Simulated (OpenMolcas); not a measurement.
Ne VI: effect of the active space

| Quantity | Value |
| --- | --- |
| Program | OpenMolcas 26.06 |
| Method | CASSCF or its RAS form |
| Basis | ANO-RCC-VTZP |
| Scalar Hamiltonian | DKH2, point nucleus |
| Spin-orbit coupling | state interaction with AMFI integrals over the reference wave functions, term energies averaged over their components |

A. 3 electrons in 4 orbitals (2s 2p); 2S+1 = 4 odd, 1 root; 2S+1 = 2 odd, 8 roots (3 in the spin-orbit step); 2S+1 = 4 even, 3 roots; 2S+1 = 2 even, 9 roots; cost of the order of 11 core-seconds
B. 3 electrons in 8 orbitals (2s 2p 3s 3p); 2S+1 = 4 odd, 1 root; 2S+1 = 2 odd, 3 roots; 2S+1 = 4 even, 3 roots; 2S+1 = 2 even, 9 roots; cost roughly 16 core-seconds
C. 3 electrons in 9 orbitals (RAS2 2s 2p; RAS3 3d, at most 2 electrons); 2S+1 = 4 odd, 1 root; 2S+1 = 2 odd, 11 roots (3 in the spin-orbit step); 2S+1 = 4 even, 3 roots; 2S+1 = 2 even, 9 roots; cost about 20 core-seconds

Energies in cm-1 above 2s2 2p 2P* 1/2, the measured ground level; measured values from NIST levels in Podobedova, Fuhr, Reader and Wiese, J. Phys. Chem. Ref. Data 33, 525 (2004).

| Level | A | B | C | Measured |
| --- | --- | --- | --- | --- |
| 2s2 2p 2P* 1/2 | 0.0 | 0.0 | 0.0 | 0.0 |
| 2s2 2p 2P* 3/2 | 1241 | 1292 | 1232 | 1310 |
| 2s 2p2 4P 1/2 | 94675 | 95822 | 98817 |  |
| 2s 2p2 4P 3/2 | 95121 | 96267 | 99262 |  |
| 2s 2p2 4P 5/2 | 95851 | 96997 | 99991 |  |
| 2s 2p2 2D 3/2 | 185007 | 185125 | 181535 | 179021 |
| 2s 2p2 2D 5/2 | 185014 | 185138 | 181545 | 178992 |
| 2s 2p2 2S 1/2 | 235455 | 232980 | 236486 | 230853 |
| 2s 2p2 2P 1/2 | 260855 | 260251 | 252989 | 249292 |
| 2s 2p2 2P 3/2 | 261708 | 261121 | 253827 | 250112 |

Deviations, from unrounded energies. A percentage is the sum of absolute deviations over the sum of measured energies, with the sign that they share, or ± where signs differ.

```
                  Against measurement  Levels     A     B     C
       mean absolute deviation (cm-1)       6  6600  6100  3000
fine structure of the ground term (%)       1  -5.3  -1.4  -6.0
             other configurations (%)       5  +3.7  +3.3  +1.7
```

C lies closest to measurement on these levels and A furthest from it. The largest miss of C in the table is 2s 2p2 2S 1/2, by +5600 cm-1. The ranking rests on the paired levels alone, and a cruder setting can come out closer through cancelling errors.

Among A to C the level of the table that moves most is 2s 2p2 2P 3/2, by 7900 cm-1 (lowest in C, highest in A).

Active for correlation alone: 3p 3s; no level in the range computed is led by a configuration that fills them, so any true level of that kind is missing (holds for B). Active for correlation alone: 3d; no level in the range computed is led by a configuration that fills it, so any true level of that kind is missing (holds for C). Computed and measured levels are paired by configuration, term and J; levels that our copy of the source lacks, or whose pairing is in doubt (as where it misses far off the trend of its configuration), stay unpaired and out of the deviations. Only configurations of the active space appear. Levels that lie high or do not pair safely by name in every column are left out.

* marks odd parity.
